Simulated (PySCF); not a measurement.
Species: (OH)2Al-O-SiH3.
Cartesian coordinates in Å at the PBE0-D3(BJ)/def2-SVP level; atoms count from 1:
```
atom  x, y, z in Å
Al1    0.6193   -0.5598    0.9351
O2     0.1461   -1.9531    1.7760
O3     2.0611    0.2185    1.3563
O4    -0.3180    0.0715   -0.3192
Si5   -0.9417    0.9627   -1.5512
H6    -0.6509   -2.4502    1.5876
H7     2.6476   -0.0877    2.0491
H8    -2.0915    0.2337   -2.1699
H9    -1.4339    2.2826   -1.0502
H10    0.0866    1.2050   -2.6093
```

The computed photoelectron lines, unassigned: O 1s: 537.68 (area 1), 538.31 (area 2) eV; Al 1s: 1567.89 eV; Si 1s: 1847.36 eV; Si 2p3/2: 107.42 eV.

Method used: PySCF, delta-SCF UKS SCAN, pcX-2 on the ionised atom, pcseg-1 elsewhere, spin-free X2C. The structure is a single PBE0-D3(BJ)/def2-SVP conformer in the gas phase; no vibrational or solvent corrections.

(1) Which oxygen gives which O 1s line?

Results:

(1) 537.68 eV: O4 (oxygen bonded to Al and Si); 538.31 eV: O2/O3 (oxygen bonded to Al and H). Lowest listed O 1s: O4, bonded to Si and Al. Highest, 0.63 eV above it: O2/O3, bonded to H and Al.

Bonded neighbours of each site: Al1: 3 O; O2/O3: H and Al; O4: Si and Al; Si5: O and 3 H.

Q: Which photon energy gives electrons from Si 2p3/2 of Si5 a kinetic energy of 20 eV, and what is their de Broglie wavelength?

A: hν = 107.42 + 20 = 127.42 eV, recoil neglected; λ = 12.264 Å/√(E/eV) = 2.74 Å.

One atom of each set of topologically equivalent atoms was ionised and stands for the set; in this conformer not all members are related by symmetry, and their own values weren't computed. Spin–orbit and ligand-field terms were added within each 2p shell after the spin-free SCF. 2p1/2 minus 2p3/2 (ligand field included): Si 0.62 eV.

Hardware: one thread, Intel Xeon at 2.50 GHz (x86_64), no GPU, shared host. Cost: 57 s of wall time, 0.48 GiB resident at most.
